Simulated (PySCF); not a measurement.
PySCF job for GaI3, SMILES [I][Ga]([I])[I] (connectivity only; charge and spin as stated), charge +1, multiplicity 2, r2SCAN-D4/def2-SVP. The structure is a stationary point at r2SCAN-D4/def2-SVP. The multiplicity is an assumed one; no other spin state was optimised. The isomer is the one that the SMILES or the coordinates give; other isomers of the formula were not compared. The def2 effective core potentials stand for the cores of I; spin–orbit coupling is left out.

```python
import numpy as np
from pyscf import gto, scf, dft, df
from pyscf.hessian import thermo

mol = gto.M(
    atom='''
    Ga   -0.00000000   -0.00000000    0.00000000
    I    -2.47266306    0.00000000    0.00000000
    I     1.23633153    2.14138903    0.00000000
    I     1.23633153   -2.14138902    0.00000000
    ''',
    basis='def2-SVP',
    ecp={'I': 'def2-svp'},
    charge=1,
    spin=1,
    max_memory=1600,
    verbose=3,
)
mf = dft.UKS(mol, xc='r2scan').density_fit(auxbasis='def2-universal-jkfit')
mf.disp = 'd4'
mf.grids.level = 4
mf.conv_tol = 1e-11
mf.max_cycle = 100
mf.kernel()
fine, coarse = mf.grids, dft.Grids(mol).set(level=1).build(with_non0tab=True)
for _ in range(3):  # follow internal instabilities
    mf.grids = coarse
    mo, _, stable, _ = mf.stability(return_status=True, nroots=4)
    mf.grids = fine
    if stable:
        break
    mf.kernel(mf.make_rdm1(mo, mf.mo_occ))

# [left out here: the lines that compute and print the analytic Hessian (its translational invariance restored by hand, since the grid's response is missing), thermochemistry and intensities]
```

Log of the run:

```

WARN: HOMO -1.62477917108906 >= LUMO -1.6247791710891

SCF not converged.
SCF energy = -2817.87960329202 after 100 cycles  <S^2> = 0.75208977  2S+1 = 2.0020887
<class 'pyscf.df.df_jk.DFUKS'> wavefunction is stable in the internal stability analysis

WARN: MGGA Hessian is sensitive to dft grids. grids.level 4 may not be dense enough.


WARN: DFTD4 does not support analytical Hessian, using finite difference.


WARN: Mole.unit (angstrom) is changed to Bohr

Mode                                 0                   1                   2
Irrep
Freq [cm^-1]                       25.1996             25.2198             78.2783
Reduced mass [au]                 113.0393            113.0417             74.9505
Force const [Dyne/A]                0.0423              0.0424              0.2706
Char temp [K]                      36.2567             36.2856            112.6251
Normal mode                   x     y     z       x     y     z       x     y     z
       0  Ga                 0.01  0.05 -0.00    0.05 -0.01  0.00   -0.00  0.00  0.11
       1   I                 0.01 -0.05  0.00    0.04  0.01 -0.00   -0.00 -0.00 -0.02
       2   I                 0.04  0.02  0.00   -0.04  0.04 -0.00    0.00  0.00 -0.02
       3   I                -0.04  0.01  0.00   -0.03 -0.04 -0.00    0.00 -0.00 -0.02
Mode                                 3                   4                   5
Irrep
Freq [cm^-1]                      157.6607            255.7275            255.7544
Reduced mass [au]                 126.9045             80.8042             80.8030
Force const [Dyne/A]                1.8585              3.1134              3.1140
Char temp [K]                     226.8387            367.9350            367.9737
Normal mode                   x     y     z       x     y     z       x     y     z
       0  Ga                 0.00 -0.00  0.00    0.01 -0.10 -0.00   -0.10 -0.01  0.00
       1   I                 0.05 -0.00 -0.00   -0.00 -0.00  0.00    0.04 -0.00 -0.00
       2   I                -0.03 -0.04 -0.00    0.02  0.03  0.00    0.01  0.02 -0.00
       3   I                -0.03  0.04 -0.00   -0.02  0.03  0.00    0.01 -0.02 -0.00
temperature 298.1500 [K]
pressure 101325.00 [Pa]
Rotational constants [GHz] 0.43423 0.43423 0.21711
Symmetry number 6
Zero-point energy (ZPE) 0.00182 [Eh]   4772.146 [J/mol]
                           tot       elec      trans        rot        vib
Entropy [J/mol/K]       408.323      5.763    184.951    124.550     93.060
Cv [J/mol/K]             72.363      0.000     12.472     12.472     47.419
Cp [J/mol/K]             80.677      0.000     20.786     12.472     47.419
Internal energy [J/mol]                      3718.434   3718.434  15641.551
Internal energy [Eh]   -2817.87081  -2817.87960
Enthalpy [J/mol]                             6197.391   3718.434  15641.551
Enthalpy [Eh]          -2817.86987
Gibbs free energy [J/mol]                  -48945.616 -33416.120 -12104.222
Gibbs free energy [Eh] -2817.91624
mode   freq/cm-1   IR/(km/mol)
   1       25.20         0.332
   2       25.22         0.331
   3       78.28         1.112
   4      157.66         0.000
   5      255.73         1.393
   6      255.75         1.391
max |gradient| / (hartree/bohr): 8.368248727450329e-05
APT charges: [0.0258 0.3241 0.3241 0.3242]
```

Convergence was not reached.
